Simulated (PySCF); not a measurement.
Simulation results for AlBGeH₅O, ClGe₂H₃N

Computed with PySCF 2.14.0. Calculation on a computer-drawn molecule: optimised geometry and harmonic frequencies of an isolated molecule of the commonest isotopes, restricted reference for singlets and unrestricted otherwise, frozen core in MP2; on germanium a core potential holds 10 electrons, which the energies leave out, and 3d is frozen in MP2 and coupled-cluster steps.

Common to all runs: method HF; basis cc-pV(D+d)Z; basis and core potential on germanium cc-pVDZ-PP ECP10MDF.

(1) AlBGeH₅O

Start structure:
```xyz
9
AlBGeH5O
Al     2.3381    -0.3984    -2.8489
O      1.2123     0.0192    -1.7430
B      0.2110     0.2916    -0.9533
Ge    -1.6196     0.8556    -1.7365
H      2.4151     0.4183    -4.2568
H      3.4586    -1.4870    -2.6521
H      0.3480     0.2988     0.2405
H     -2.2785     2.0390    -1.0312
H     -1.3903     1.5809    -3.0718
```

Here we set charge 0 and multiplicity 2.

The calculation gives: rotational constants 16.31, 1.061, 1.014 GHz; total energy -637.8115 hartree; spin squared 0.7641; convergence status largest gradient component 1.32e-05 hartree/bohr.

Drawn bonds:
```tsv
atom	other atom	order
1	2	1
2	3	1
3	4	1
1	5	1
1	6	1
3	7	1
4	8	1
4	9	1
```

Optimised structure:
```xyz
9
AlBGeH5O
Al     2.4775    -0.3944    -2.9148
O      1.2740     0.1359    -1.8494
B      0.3349     0.5695    -1.0051
Ge    -1.6091     0.8852    -1.6679
H      3.3690     0.6962    -3.6055
H      2.6168    -1.9409    -3.1394
H      0.5861     0.7275     0.1633
H     -2.5199     1.8211    -0.8638
H     -1.8346     1.1179    -3.1705
```

Modes:
```tsv
frequency (cm⁻¹)	reduced mass (dalton)
52.64	6.1
82.47	1.876
115	1.136
216.3	1.338
226.3	5.642
362.9	1.167
447.6	1.429
598.3	1.225
649.4	2.286
665.9	1.166
721.6	4.029
815.1	1.484
842.5	1.141
939.7	1.054
1183	1.252
1432	10.29
2035	1.064
2036	1.022
2186	1.021
2203	1.02
2660	1.092
```

(2) ClGe₂H₃N

Start structure:
```xyz
7
ClGe2H3N
Cl     1.2781    -0.7313    -1.6679
Ge    -0.3917    -0.9844    -0.4957
N     -0.4094    -0.4515     1.1071
Ge    -0.3603     0.0897     2.6809
H     -1.7243    -1.5992    -0.9955
H      0.1819    -0.8479     3.7534
H     -0.7034     1.5254     3.0710
```

Here we set charge 1 and multiplicity 1.

Drawn bonds:
```tsv
atom	other atom	order
1	2	1
2	3	2
3	4	1
2	5	1
4	6	1
4	7	1
```

Questions
1. Give the missing rotational constants for ClGe₂H₃N (entry 2).
2. What total energy does the calculation give for ClGe₂H₃N (entry 2)?

Answers
1. 6.802, 0.7573, 0.6879 GHz
2. -1102.2000 hartree

Further results for ClGe₂H₃N (entry 2):

```
convergence status largest gradient component : 1.812e-05 hartree/bohr
```

Optimised structure:
```xyz
7
ClGe2H3N
Cl     1.2335    -0.7143    -1.6099
Ge    -0.4831    -0.9793    -0.4547
N     -0.5186    -0.4810     1.1445
Ge    -0.2913     0.1028     2.7143
H     -1.6303    -1.6325    -1.1713
H      0.2113    -0.8279     3.7917
H     -0.6505     1.5330     3.0388
```

Modes:
```tsv
frequency (cm⁻¹)	reduced mass (dalton)
54.21	16.54
71.94	3.432
180.6	1.194
245.3	14.93
398.4	28.18
511.1	39.46
531.1	1.109
665.5	1.134
712	1.068
786.4	1.044
936.7	1.034
1347	12.53
2338	1.014
2353	1.028
2377	1.021
```
